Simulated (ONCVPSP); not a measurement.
Transferability test, ONCV potential for Mn

- Element: Mn
- Generator: ONCVPSP 4.0.1
- Type: optimised norm-conserving Vanderbilt (ONCV)
- Functional: PBE
- Relativity: scalar-relativistic
- Frozen core: [Ne]
- Valence charge: 15
- Reference configuration: 3s2 3p6 3d5 4s1 (charge +1)
- Partial waves: 3s+4s: rc 1.40 bohr, ncon 4, nbas 7, qcut 7.9 1/bohr, 2 projectors; 3p: rc 1.30 bohr, ncon 5, nbas 8, qcut 8.5 1/bohr, 1 projector; 3d: rc 1.10 bohr, ncon 4, nbas 8, qcut 17.1 1/bohr, 2 projectors, debl 3 Ha
- Local potential: polynomial inside 1.00 bohr (lpopt 5, dvloc0 0 Ha)
- Core correction: Teter function fitted to the true core (icmod 2), fcfact 0.2

Energies are relative to the spin-unpolarised reference configuration 3s2 3p6 3d5 4s1; without spin polarisation the order of configurations can differ from experiment.

```csv
valence configuration,charge,ΔE all-electron (eV),error AE − PS (meV)
3s2 3p6 3d5 4s2,0,-8.416,+0.9
3s2 3p6 3d5 4s0,+2,15.599,-0.8
```

Question: What are ΔE and the potential's error for 3s2 3p6 3d4 4s0?

Answer: ΔE = 48.118 eV all-electron; the error (AE − PS) is +1.2 meV.

Question: What are ΔE and the potential's error for 3s2 3p6 3d5 4s0 4p2?

Answer: ΔE = -0.486 eV all-electron; the error (AE − PS) is +21 meV.
